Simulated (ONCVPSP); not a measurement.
# lanthanum (La): one change to an ONCV potential, before and after

lanthanum, optimised norm-conserving Vanderbilt (ONCV), made with ONCVPSP 4.0.1 (LDA (Perdew-Zunger), scalar-relativistic). Core [Kr] 4d10, reference 5s2 5p6 5d1 6s1.75 6p0.25. Waves: 5s+6s: rc 2.60 bohr, ncon 4, nbas 7, qcut 5.2 1/bohr, 2 projectors; 5p+6p: rc 3.55 bohr, ncon 4, nbas 9, qcut 4.7 1/bohr, 2 projectors; 5d: rc 2.85 bohr, ncon 4, nbas 7, qcut 3.1 1/bohr, 2 projectors, debl 1.3 Ha; f scattering state at 0.2 Ha: rc 2.75 bohr, ncon 3, nbas 7, qcut 3.8 1/bohr, 1 projector. Local part: polynomial inside 1.75 bohr (lpopt 1, dvloc0 4 Ha). Core correction: Teter function, fcfact 2, rcfact 1.

In the f channel the program set the typed energies aside and used -0.179 Ha.

Change: all radii but the core radius scaled by about 1.22 (s 3.18, p 4.34, d 3.48, f 3.36 bohr); local potential polynomial inside 2.14 bohr (lpopt 1, dvloc0 4 Ha).

Cutoffs: the cutoffs (Ha) at which the residual kinetic energy of the hardest occupied pseudo-wave falls to 1 and 0.1 mHa per electron; they do not see the model core or the augmentation charge, which bear on the density cutoff. Errors are all-electron minus pseudo energies relative to the spin-unpolarised reference configuration.

Task: Predict the effect on cutoff, ghosts and configuration errors.

Result: The potential gets softer (8.3 Ha and 18 Ha → 6.3 Ha and 11 Ha); of the 4 tests that both files solve, the error grows in 3 and shrinks in 0 by more than 15 % and 0.3 meV (median size 0.9 → 1.7 meV); neither file shows a bound ghost. A larger radius leaves more room for a smooth pseudo-wave, so fewer plane waves are needed. More of the atom is replaced by a form fitted at one configuration, so other configurations suffer.

| quantity | base | changed |
| --- | --- | --- |
| cutoff, loose | 8.3 Ha | 6.3 Ha |
| cutoff, tight | 18 Ha | 11 Ha |
| loose cutoff by channel | s 8.3 Ha, p 5.4 Ha, d 5.9 Ha | s 6.3 Ha, p 4.9 Ha, d 4.7 Ha |
| bound ghosts | none | none |
| GHOST(+) flags under 300 eV | none | p at 124.2 eV |
| error for 5s2 5p6 5d1 6s2 6p0, meV [ΔE -0.60 eV] | 0.0 | 0.0 |
| error for 5s2 5p6 5d1 6s1 6p0, meV [ΔE 5.56 eV] | -1.2 | -1.6 |
| error for 5s2 5p6 5d1 6s0 6p0, meV [ΔE 16.71 eV] | -4.6 | -9.0 |
| error for 5s2 5p6 5d1 6s0 6p2, meV [ΔE 4.44 eV] | -0.6 | -1.8 |
| rms error of d²Exc/dni dnj with the model core, mHa | 2.16 | 2.21 |

Base: The cutoffs count occupied waves only; projector 1 of the f channel, the hardest unoccupied one, needs 48 Ha at the loose tolerance.
